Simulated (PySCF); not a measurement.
**What builds the second ionisation energy along the second row**

All values are computed (PySCF 2.14, energy differences of UHF-based or UKS calculations, no spin-orbit coupling). Each column adds one step, in eV (sums use unrounded values): valence MP2, valence CCSD, valence triples, then the next inner shell at CCSD(T) (B 1s, C 1s, N 1s, O 1s, Ne 1s). References (NIST) marked * lie between the lowest fine-structure levels; the others compare directly ((s) semi-empirical, (t) theoretical).

| element | UHF | + MP2 | + CCSD | + (T) | + inner shell | sum | reference |
| --- | --- | --- | --- | --- | --- | --- | --- |
| B [He] 2s2 → [He] 2s1 (def2-TZVPPD, non-relativistic) | 23.441 | 0.966 | 0.653 | 0.000 | -0.004 | 25.055 | 25.155 |
| C [He] 2s2 2p1 → [He] 2s2 (def2-TZVPPD, non-relativistic) | 24.170 | 0.203 | -0.169 | 0.031 | 0.022 | 24.257 | 24.378 |
| N [He] 2s2 2p2 → [He] 2s2 2p1 (def2-TZVPPD, non-relativistic) | 29.210 | 0.408 | -0.154 | 0.015 | 0.019 | 29.498 | 29.601 (s) * |
| O [He] 2s2 2p3 → [He] 2s2 2p2 (def2-TZVPPD, non-relativistic) | 34.584 | 0.618 | -0.177 | 0.008 | 0.017 | 35.049 | 35.121 * |
| Ne [He] 2s2 2p5 → [He] 2s2 2p4 (def2-TZVPPD, non-relativistic) | 39.287 | 1.449 | -0.065 | 0.025 | 0.010 | 40.706 | 40.963 * |

What remains against the references is mostly basis incompleteness and, for starred values, spin-orbit coupling.

These are valence bases, so the inner-shell step is incomplete.
